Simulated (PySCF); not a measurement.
Job file and geometry (Å, from GFN2-xTB) of an NMR shielding run on `InChI=1S/C3H12SSi2/c1-2-3(5)4-6/h3H,2H2,1,5-6H3/t3-/m0/s1`, GIAO PBE0/pcSseg-1 NMR shielding, non-relativistic, gas phase (PySCF); density fitting, a coarse starting grid and PySCF grid level 2 are the driver's defaults:

```
$ OMP_NUM_THREADS=1 python probes_run.py task.json out

{"job": {"kind": "nmr", "xc": "PBE0", "basis": "pcSseg-1"}, "charge": 0, "multiplicity": 1}
C     -0.632983    -2.191634    -0.082837
C     -0.819388    -0.826417    -0.732669
C     -0.652935     0.330113     0.242667
Si    -1.080112     2.031468    -0.515246
S      1.011031     0.350371     1.041002
Si     2.451705     0.467783    -0.528809
H     -0.740730    -2.983687    -0.820677
H     -1.373920    -2.342548     0.699632
H      0.354603    -2.266778     0.366790
H     -1.826769    -0.763030    -1.155655
H     -0.111433    -0.711286    -1.557777
H     -1.303381     0.155774     1.104331
H     -0.401320     2.156678    -1.806395
H     -0.656521     3.083026     0.402188
H     -2.528798     2.056750    -0.722407
H      3.693015     0.535278     0.221586
H      2.398544    -0.732534    -1.359011
H      2.210635     1.656991    -1.337888
```

**Question.** Write the output of this run.

**Answer.** 
```
coarse grid: 15576 points
cycle   1  E = -1098.0610452933  dE =  2.059e-01  |g| = 3.375e-01  |ddm| = 3.688e+00
cycle   2  E = -1098.0565350117  dE =  4.510e-03  |g| = 3.693e-01  |ddm| = 7.877e-01
cycle   3  E = -1098.0932822674  dE = -3.675e-02  |g| = 4.252e-02  |ddm| = 4.393e-01
cycle   4  E = -1098.0936243472  dE = -3.421e-04  |g| = 2.272e-02  |ddm| = 7.582e-02
cycle   5  E = -1098.0937545397  dE = -1.302e-04  |g| = 6.333e-03  |ddm| = 2.894e-02
cycle   6  E = -1098.0937640526  dE = -9.513e-06  |g| = 9.163e-04  |ddm| = 6.727e-03
final grid: 133688 points
cycle   7  E = -1098.1302133217  dE = -3.086e-05  |g| = 7.366e-03  |ddm| = 2.839e-02
cycle   8  E = -1098.1302023741  dE =  1.095e-05  |g| = 9.732e-03  |ddm| = 1.585e-02
cycle   9  E = -1098.1302268059  dE = -2.443e-05  |g| = 8.718e-04  |ddm| = 9.976e-03
cycle  10  E = -1098.1302269978  dE = -1.919e-07  |g| = 2.222e-04  |ddm| = 1.129e-03
cycle  11  E = -1098.1302270101  dE = -1.232e-08  |g| = 4.478e-05  |ddm| = 2.613e-04
cycle  12  E = -1098.1302270106  dE = -5.427e-10  |g| = 1.285e-05  |ddm| = 7.469e-05
converged SCF energy = -1098.1302270106

GIAO shielding tensors (ppm)
atom      isotropic    diamagn.    paramagn.     s11        s22        s33       span
  0 C      171.620     246.704     -75.084    154.435    172.646    187.780     33.345
  1 C      158.135     249.538     -91.402    146.778    157.175    170.453     23.676
  2 C      157.166     254.766     -97.600    133.720    167.221    170.557     36.837
  3 Si     412.817     880.774    -467.957    359.556    411.198    467.698    108.143
  4 S      672.484    1059.740    -387.256    520.510    609.488    887.454    366.944
  5 Si     421.869     880.599    -458.730    385.548    419.305    460.755     75.207
  6 H       30.579      28.678       1.902     25.876     27.454     38.408     12.532
  7 H       31.035      29.997       1.038     26.605     28.349     38.150     11.544
  8 H       29.513      30.592      -1.078     23.880     31.450     33.209      9.329
  9 H       29.926      31.892      -1.965     23.687     29.763     36.328     12.641
 10 H       30.276      33.504      -3.228     26.587     29.747     34.494      7.907
 11 H       29.685      33.785      -4.100     25.677     27.063     36.315     10.639
 12 H       27.629      30.251      -2.621     24.138     26.960     31.790      7.651
 13 H       27.613      29.582      -1.969     23.743     26.106     32.991      9.248
 14 H       27.663      29.611      -1.948     23.647     25.576     33.767     10.121
 15 H       27.528      29.231      -1.703     23.891     24.879     33.813      9.922
 16 H       27.139      30.171      -3.032     22.753     26.247     32.417      9.664
 17 H       26.991      29.930      -2.939     22.461     25.885     32.627     10.167
```

**Question.** Turn these shieldings into chemical shifts. Shifts are taken against calculated references (same method and geometry level): ¹³C (186.93 ppm) and ²⁹Si (349.16 ppm) and ¹H (31.72 ppm) vs TMS; ³³S (503.73 ppm) vs CS2.

**Answer.** Averaging equivalent atoms: C 2: 29.8; C 1: 28.8; C 0: 15.3; Si 3: -63.7; Si 5: -72.7; S 4: -169; H 15/16/17: 4.50; H 12/13/14: 4.08; H 11: 2.03; H 9: 1.79; H 10: 1.44; H 6/7/8: 1.34 ppm. 

Size and cost of the density-fitted run: 183 basis functions, 46 s wall time on 1 thread of an Arm Neoverse N1, shared host; peak memory 0.85 GiB.
